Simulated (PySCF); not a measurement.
How methods differ on the ionisation energy of Fe

Fe [Ar] 3d6 4s2 (5D) → Fe⁺ [Ar] 3d6 4s1 (6D), as a difference of total energies. Computed with PySCF 2.14 in ANO-RCC-VTZP, with scalar relativity by spin-free X2C-1e. Correlated levels: valence: [Ar] frozen; valence and next inner shell: [Ne] frozen. The calculations carry no spin-orbit coupling.

```tsv
method	ionisation energy (eV)	error (eV)
UHF	6.440	-1.464
LDA	8.216	+0.312
PBE	7.894	-0.010
PBE0	7.680	-0.224
LC-wPBE	7.521	-0.383
B97-3	8.115	+0.211
wB97X	8.311	+0.407
MP2 (valence)	7.437	-0.467
SCS-MP2 (valence)	7.597	-0.307
MP2 (valence and next inner shell)	7.527	-0.377
SCS-MP2 (valence and next inner shell)	7.607	-0.297
```

Reference: 7.904 eV (measured; NIST levels, between the centres of gravity of the two terms).

Errors of the correlated levels include the incompleteness of this basis and the frozen core.

MP2 underrates the near-degeneracy of ns² with np² in the lower species.
